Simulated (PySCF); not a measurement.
## Radial density of Bi³⁺ (bismuth, charge +3)

TPSS, [Xe] 4f14 5d10 6s2, closed-shell 1S. Calculation: PySCF 2.14, in cc-pVTZ-PP with ECP60MDF; scalar relativity through the core potential. This is the valence pseudo-density: the core potential removes the inner electrons and smooths the orbitals near the nucleus.

```csv
r (bohr),4πr²ρ (e/bohr)
0.00953,1.701e-05
0.0160,4.162e-05
0.0270,8.136e-05
0.0453,0.0001119
0.0763,0.0001943
0.128,0.001084
0.216,0.01598
0.363,0.5240
0.611,10.92
1.03,20.06
1.73,5.440
2.91,0.5289
4.89,0.004045
```

Energies and moments cover only the electrons outside the core potential. Spin-orbit coupling, which splits the p, d and f shells strongly at this Z, is absent.
